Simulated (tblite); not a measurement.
Record of a relaxation.

Compound: C₇H₁₀O₂.
SMILES with atom numbers: `[CH:1]#[C:2][C:3](=[O:4])[C@@H:5]([CH3:6])[O:7][CH2:8][CH3:9]` (hydrogens: H10 on C1; H11 on C5; H12, H13, H14 on C6; H15, H16 on C8; H17, H18, H19 on C9)

Computed with GFN2-xTB (tblite), gas phase: L-BFGS steps from a force-field or distance-geometry start until the largest atomic force falls under 0.01 eV/Å. 10 of its 114 geometries are shown.

Step 0: E = -765.1815 eV, largest atomic force 1.391 eV/Å
```
atom  x, y, z in Å  |  force x, y, z in eV/Å
C1     -2.322    1.190    1.779   -0.254   0.607   0.645
C2     -2.041    0.396    0.925    0.563  -0.186  -0.495
C3     -1.673   -0.581   -0.081   -1.157  -0.609   0.475
O4     -2.362   -1.585   -0.216    0.851   0.803  -0.126
C5     -0.477   -0.261   -0.966    0.501   0.267  -0.288
C6     -0.872    0.814   -1.985   -0.044   0.673   0.105
O7      0.679    0.206   -0.278   -0.324  -0.577   0.244
C8      1.350   -0.834    0.443   -0.439   0.392   0.066
C9      2.543   -0.240    1.154    0.174   0.692   0.368
H10    -2.599    1.899    2.536    0.198  -0.536  -0.558
H11    -0.222   -1.173   -1.529   -0.043  -0.150   0.095
H12    -0.050    0.988   -2.686   -0.089  -0.146   0.178
H13    -1.071    1.773   -1.478    0.050  -0.460  -0.101
H14    -1.755    0.527   -2.550    0.006  -0.094   0.085
H15     1.678   -1.600   -0.262   -0.003  -0.232  -0.136
H16     0.663   -1.289    1.182    0.084   0.063  -0.218
H17     3.085   -0.999    1.716   -0.094  -0.004  -0.083
H18     3.219    0.226    0.436   -0.073  -0.108   0.042
H19     2.216    0.550    1.853    0.094  -0.394  -0.299
```

Step 13: E = -765.2645 eV, largest atomic force 0.097 eV/Å
```
atom  x, y, z in Å  |  force x, y, z in eV/Å
C1     -2.305    1.185    1.763    0.014   0.035   0.029
C2     -1.975    0.413    0.905    0.023  -0.036  -0.014
C3     -1.672   -0.580   -0.086    0.015   0.049  -0.033
O4     -2.341   -1.573   -0.234   -0.035  -0.086  -0.028
C5     -0.465   -0.261   -0.977   -0.014  -0.014  -0.009
C6     -0.870    0.825   -1.975   -0.001  -0.001   0.010
O7      0.651    0.199   -0.249   -0.051  -0.014   0.019
C8      1.328   -0.823    0.453   -0.001   0.004  -0.021
C9      2.531   -0.219    1.154    0.003   0.008   0.003
H10    -2.574    1.879    2.504    0.020   0.034   0.011
H11    -0.218   -1.191   -1.518    0.043   0.017  -0.011
H12    -0.051    0.993   -2.670   -0.013   0.006  -0.003
H13    -1.073    1.752   -1.446   -0.011   0.002   0.030
H14    -1.755    0.517   -2.525    0.008   0.003  -0.005
H15     1.652   -1.596   -0.262    0.010  -0.055   0.015
H16     0.659   -1.300    1.187   -0.014   0.040  -0.022
H17     3.060   -0.996    1.698    0.020   0.023   0.020
H18     3.202    0.230    0.427   -0.004  -0.011  -0.021
H19     2.208    0.554    1.844   -0.013  -0.004   0.029
```

Step 25: E = -765.2749 eV, largest atomic force 0.092 eV/Å
```
atom  x, y, z in Å  |  force x, y, z in eV/Å
C1     -2.208    1.182    1.723    0.004   0.003   0.005
C2     -1.952    0.356    0.889   -0.005   0.020   0.015
C3     -1.673   -0.625   -0.118   -0.032  -0.070  -0.028
O4     -2.351   -1.607   -0.299   -0.011  -0.028   0.003
C5     -0.464   -0.277   -0.990    0.058   0.017  -0.045
C6     -0.887    0.834   -1.952    0.002   0.022  -0.009
O7      0.635    0.184   -0.241    0.023   0.062   0.015
C8      1.301   -0.830    0.485   -0.004   0.001  -0.035
C9      2.510   -0.205    1.161   -0.032  -0.002  -0.003
H10    -2.430    1.910    2.446    0.009   0.023   0.038
H11    -0.181   -1.179   -1.555   -0.042  -0.069  -0.043
H12    -0.074    1.047   -2.641    0.008   0.009   0.018
H13    -1.110    1.732   -1.381   -0.001   0.024  -0.011
H14    -1.766    0.536   -2.517    0.007  -0.024   0.018
H15     1.617   -1.628   -0.204    0.024  -0.037  -0.036
H16     0.618   -1.281    1.222    0.042   0.040   0.053
H17     3.074   -0.958    1.705   -0.054   0.001   0.005
H18     3.154    0.247    0.412   -0.031  -0.002   0.015
H19     2.178    0.569    1.847    0.036   0.007   0.023
```

Step 38: E = -765.2786 eV, largest atomic force 0.035 eV/Å
```
atom  x, y, z in Å  |  force x, y, z in eV/Å
C1     -2.167    1.176    1.714    0.000  -0.007   0.007
C2     -1.948    0.339    0.880    0.004   0.005   0.003
C3     -1.677   -0.643   -0.131    0.029   0.015   0.012
O4     -2.350   -1.629   -0.309    0.014   0.004  -0.009
C5     -0.467   -0.284   -1.004   -0.013  -0.007  -0.001
C6     -0.893    0.840   -1.950    0.002  -0.004  -0.001
O7      0.631    0.181   -0.254   -0.012  -0.023  -0.018
C8      1.291   -0.822    0.491   -0.013  -0.006  -0.006
C9      2.499   -0.196    1.167   -0.008  -0.005  -0.001
H10    -2.362    1.909    2.441    0.010  -0.008   0.004
H11    -0.193   -1.183   -1.582    0.014   0.005   0.019
H12    -0.076    1.070   -2.628    0.002   0.002  -0.001
H13    -1.125    1.727   -1.367   -0.014   0.003  -0.018
H14    -1.766    0.538   -2.524    0.000   0.007   0.001
H15     1.607   -1.636   -0.180   -0.006   0.003  -0.010
H16     0.612   -1.251    1.245   -0.014   0.007  -0.004
H17     3.052   -0.957    1.710    0.004   0.012   0.019
H18     3.147    0.253    0.419   -0.006  -0.004   0.001
H19     2.175    0.578    1.856    0.010   0.001   0.003
```

Step 50: E = -765.2812 eV, largest atomic force 0.051 eV/Å
```
atom  x, y, z in Å  |  force x, y, z in eV/Å
C1     -2.107    1.151    1.738    0.011   0.005   0.008
C2     -1.916    0.329    0.883    0.013  -0.009   0.016
C3     -1.657   -0.649   -0.135   -0.016   0.014  -0.022
O4     -2.320   -1.643   -0.302    0.000   0.009  -0.002
C5     -0.464   -0.280   -1.026    0.005   0.008  -0.011
C6     -0.902    0.840   -1.972    0.004  -0.009   0.009
O7      0.640    0.190   -0.287    0.002  -0.004   0.000
C8      1.266   -0.806    0.495   -0.022  -0.023   0.001
C9      2.474   -0.191    1.181   -0.010   0.001  -0.012
H10    -2.272    1.875    2.481   -0.010   0.003   0.009
H11    -0.189   -1.182   -1.600    0.010   0.010  -0.016
H12    -0.076    1.094   -2.632   -0.023  -0.007   0.008
H13    -1.164    1.719   -1.387   -0.004  -0.008  -0.024
H14    -1.757    0.525   -2.564    0.019  -0.001   0.017
H15     1.575   -1.642   -0.150    0.023  -0.009  -0.022
H16     0.561   -1.203    1.240   -0.022  -0.005   0.046
H17     3.008   -0.950    1.745   -0.006   0.003  -0.009
H18     3.135    0.233    0.430    0.030   0.013   0.019
H19     2.157    0.600    1.854   -0.004   0.010  -0.014
```

Step 63: E = -765.2827 eV, largest atomic force 0.025 eV/Å
```
atom  x, y, z in Å  |  force x, y, z in eV/Å
C1     -2.073    1.136    1.759   -0.005   0.003   0.009
C2     -1.887    0.324    0.894   -0.008  -0.003  -0.002
C3     -1.648   -0.644   -0.139    0.006   0.006   0.001
O4     -2.322   -1.630   -0.307   -0.009   0.002  -0.018
C5     -0.460   -0.275   -1.038   -0.004  -0.008   0.001
C6     -0.906    0.838   -1.985    0.000   0.005  -0.007
O7      0.644    0.192   -0.299   -0.002  -0.024   0.005
C8      1.256   -0.803    0.496    0.009  -0.004   0.011
C9      2.462   -0.188    1.186    0.007   0.007   0.002
H10    -2.240    1.850    2.511    0.008   0.001   0.007
H11    -0.184   -1.175   -1.616   -0.001  -0.009   0.007
H12    -0.083    1.101   -2.642    0.014   0.003  -0.009
H13    -1.187    1.717   -1.410    0.001   0.003   0.016
H14    -1.752    0.508   -2.582   -0.010  -0.011   0.000
H15     1.564   -1.649   -0.139    0.008   0.019  -0.003
H16     0.546   -1.187    1.246   -0.013   0.007  -0.013
H17     2.980   -0.942    1.772   -0.006  -0.002   0.001
H18     3.141    0.220    0.444    0.006  -0.002  -0.006
H19     2.140    0.616    1.841    0.000   0.008  -0.002
```

Step 75: E = -765.2844 eV, largest atomic force 0.018 eV/Å
```
atom  x, y, z in Å  |  force x, y, z in eV/Å
C1     -2.027    1.107    1.793    0.004  -0.001  -0.001
C2     -1.860    0.313    0.907   -0.007   0.000  -0.007
C3     -1.653   -0.631   -0.155    0.000  -0.014   0.003
O4     -2.367   -1.582   -0.357   -0.002   0.003   0.002
C5     -0.457   -0.280   -1.049   -0.002   0.005  -0.003
C6     -0.912    0.827   -2.001    0.002   0.006   0.001
O7      0.651    0.191   -0.320   -0.009   0.011   0.004
C8      1.253   -0.793    0.497   -0.004  -0.003  -0.001
C9      2.449   -0.174    1.198    0.005   0.003   0.000
H10    -2.173    1.806    2.564    0.006  -0.005   0.006
H11    -0.187   -1.185   -1.621   -0.003  -0.002   0.005
H12    -0.089    1.103   -2.655    0.005  -0.014   0.000
H13    -1.208    1.701   -1.426    0.006   0.009  -0.001
H14    -1.752    0.484   -2.599    0.009   0.002  -0.001
H15     1.572   -1.646   -0.123    0.003  -0.006  -0.017
H16     0.529   -1.167    1.237   -0.006  -0.001   0.015
H17     2.933   -0.917    1.825    0.005  -0.004   0.009
H18     3.160    0.193    0.464    0.003   0.007  -0.014
H19     2.127    0.660    1.815   -0.015   0.005   0.000
```

Step 88: E = -765.2856 eV, largest atomic force 0.020 eV/Å
```
atom  x, y, z in Å  |  force x, y, z in eV/Å
C1     -1.987    1.078    1.821    0.000   0.002   0.012
C2     -1.859    0.301    0.914    0.013  -0.004  -0.008
C3     -1.672   -0.624   -0.167   -0.002   0.001   0.000
O4     -2.406   -1.555   -0.392   -0.007  -0.007  -0.002
C5     -0.465   -0.282   -1.050   -0.001  -0.006   0.005
C6     -0.903    0.820   -2.016    0.002   0.002   0.008
O7      0.636    0.194   -0.314    0.000  -0.006  -0.003
C8      1.246   -0.789    0.498   -0.002   0.003   0.004
C9      2.436   -0.157    1.201    0.001  -0.003  -0.003
H10    -2.103    1.760    2.613   -0.004   0.002   0.004
H11    -0.192   -1.191   -1.612    0.001  -0.002   0.000
H12    -0.072    1.079   -2.666   -0.006  -0.008  -0.010
H13    -1.191    1.703   -1.450   -0.002   0.012  -0.001
H14    -1.744    0.480   -2.615    0.011   0.007  -0.007
H15     1.570   -1.637   -0.128    0.007   0.005   0.014
H16     0.527   -1.171    1.239   -0.003  -0.005  -0.004
H17     2.905   -0.881    1.862   -0.009  -0.002   0.000
H18     3.163    0.182    0.470   -0.012   0.015  -0.005
H19     2.101    0.698    1.782    0.011  -0.007  -0.002
```

Step 100: E = -765.2860 eV, largest atomic force 0.030 eV/Å
```
atom  x, y, z in Å  |  force x, y, z in eV/Å
C1     -1.981    1.068    1.835   -0.001  -0.011  -0.012
C2     -1.853    0.299    0.920   -0.006   0.022   0.019
C3     -1.677   -0.619   -0.169   -0.001  -0.012   0.005
O4     -2.421   -1.542   -0.397    0.002   0.005  -0.007
C5     -0.469   -0.283   -1.050   -0.004   0.003  -0.007
C6     -0.898    0.818   -2.022    0.001   0.003  -0.004
O7      0.632    0.193   -0.313    0.006  -0.009  -0.006
C8      1.244   -0.788    0.500   -0.001  -0.004   0.000
C9      2.431   -0.152    1.202    0.003   0.001  -0.001
H10    -2.097    1.745    2.630    0.004  -0.003   0.001
H11    -0.197   -1.195   -1.610    0.001   0.002   0.006
H12    -0.064    1.063   -2.674   -0.007   0.000  -0.003
H13    -1.178    1.708   -1.464    0.007  -0.008   0.003
H14    -1.740    0.483   -2.621    0.006  -0.002   0.001
H15     1.577   -1.634   -0.124   -0.014   0.001   0.000
H16     0.525   -1.174    1.239   -0.002   0.002  -0.001
H17     2.902   -0.874    1.862    0.004  -0.002   0.000
H18     3.155    0.189    0.467    0.005   0.014   0.003
H19     2.098    0.703    1.782   -0.002  -0.001   0.003
```

Step 113: E = -765.2866 eV, largest atomic force 0.010 eV/Å
```
atom  x, y, z in Å  |  force x, y, z in eV/Å
C1     -1.960    1.048    1.858    0.002   0.003  -0.002
C2     -1.842    0.296    0.928   -0.001   0.004  -0.004
C3     -1.686   -0.608   -0.176   -0.007  -0.007   0.000
O4     -2.451   -1.509   -0.419    0.006   0.006  -0.001
C5     -0.471   -0.288   -1.055    0.001  -0.002   0.006
C6     -0.888    0.810   -2.036   -0.001  -0.005   0.002
O7      0.632    0.187   -0.322   -0.001   0.003   0.005
C8      1.239   -0.786    0.503    0.001   0.001   0.002
C9      2.421   -0.139    1.204    0.000   0.001   0.002
H10    -2.063    1.711    2.666    0.002  -0.002   0.002
H11    -0.204   -1.207   -1.606   -0.001   0.004  -0.004
H12    -0.054    1.039   -2.693   -0.004   0.001  -0.001
H13    -1.153    1.707   -1.482    0.000   0.000  -0.006
H14    -1.738    0.482   -2.629   -0.002  -0.004  -0.001
H15     1.572   -1.638   -0.110    0.001   0.000  -0.004
H16     0.517   -1.163    1.244   -0.003  -0.002  -0.001
H17     2.907   -0.859    1.856    0.001   0.000  -0.001
H18     3.136    0.219    0.468    0.000  -0.001   0.000
H19     2.078    0.706    1.792    0.004  -0.001   0.007
```

Q: Summarise the path.

A: The energy falls by 0.1050 eV from step 0 to step 113; nine tenths of that is first reached at step 27. It falls at every step. The largest force goes from 1.391 to 0.010 eV/Å. Among the bonds C1–H10 changes most, from 1.073 to 1.051 Å; the atoms move by 0.218 Å rms after alignment.

Q: Follow the three bonds and two angles with the largest change from start to end.

A: 
| step | E above end (eV) | largest force (eV/Å) | C1–H10 (Å) | O7–C8 (Å) | C9–H19 (Å) | C2–C3–O4 (°) | C2–C3–C5 (°) |
| --- | --- | --- | --- | --- | --- | --- | --- |
| 0 | 0.1050 | 1.391 | 1.073 | 1.433 | 1.104 | 119.1 | 117.4 |
| 5 | 0.0345 | 0.215 | 1.052 | 1.417 | 1.086 | 122.0 | 116.1 |
| 10 | 0.0244 | 0.129 | 1.052 | 1.414 | 1.086 | 122.5 | 115.3 |
| 15 | 0.0206 | 0.096 | 1.050 | 1.413 | 1.086 | 122.6 | 114.9 |
| 20 | 0.0177 | 0.085 | 1.052 | 1.413 | 1.086 | 122.6 | 114.3 |
| 25 | 0.0117 | 0.092 | 1.050 | 1.414 | 1.086 | 123.6 | 113.5 |
| 29 | 0.0094 | 0.045 | 1.051 | 1.414 | 1.086 | 123.9 | 113.1 |
| 34 | 0.0086 | 0.028 | 1.051 | 1.413 | 1.086 | 124.0 | 113.1 |
| 39 | 0.0078 | 0.030 | 1.051 | 1.413 | 1.086 | 124.0 | 112.9 |
| 44 | 0.0070 | 0.036 | 1.051 | 1.413 | 1.086 | 124.0 | 112.9 |
| 49 | 0.0057 | 0.047 | 1.051 | 1.413 | 1.086 | 124.0 | 112.8 |
| 54 | 0.0046 | 0.022 | 1.051 | 1.413 | 1.086 | 124.0 | 113.0 |
| 59 | 0.0041 | 0.021 | 1.051 | 1.413 | 1.086 | 124.0 | 113.0 |
| 64 | 0.0037 | 0.025 | 1.051 | 1.414 | 1.086 | 123.9 | 112.8 |
| 69 | 0.0029 | 0.035 | 1.051 | 1.414 | 1.087 | 123.8 | 113.0 |
| 74 | 0.0022 | 0.019 | 1.051 | 1.414 | 1.086 | 123.8 | 113.1 |
| 79 | 0.0019 | 0.022 | 1.051 | 1.414 | 1.087 | 123.8 | 113.1 |
| 84 | 0.0014 | 0.029 | 1.051 | 1.413 | 1.086 | 124.0 | 113.0 |
| 88 | 0.0009 | 0.020 | 1.051 | 1.413 | 1.087 | 123.9 | 113.1 |
| 93 | 0.0008 | 0.010 | 1.051 | 1.413 | 1.086 | 124.0 | 113.0 |
| 98 | 0.0006 | 0.015 | 1.051 | 1.413 | 1.086 | 123.9 | 113.0 |
| 103 | 0.0003 | 0.022 | 1.051 | 1.413 | 1.086 | 123.8 | 113.2 |
| 108 | 0.0001 | 0.025 | 1.051 | 1.413 | 1.086 | 123.8 | 113.3 |
| 113 | 0.0000 | 0.010 | 1.051 | 1.413 | 1.086 | 123.8 | 113.3 |

What follows is the cost of the whole relaxation. Hardware: Intel Xeon Platinum 8488C, one thread, on a shared host. Cost: 0.68 s.
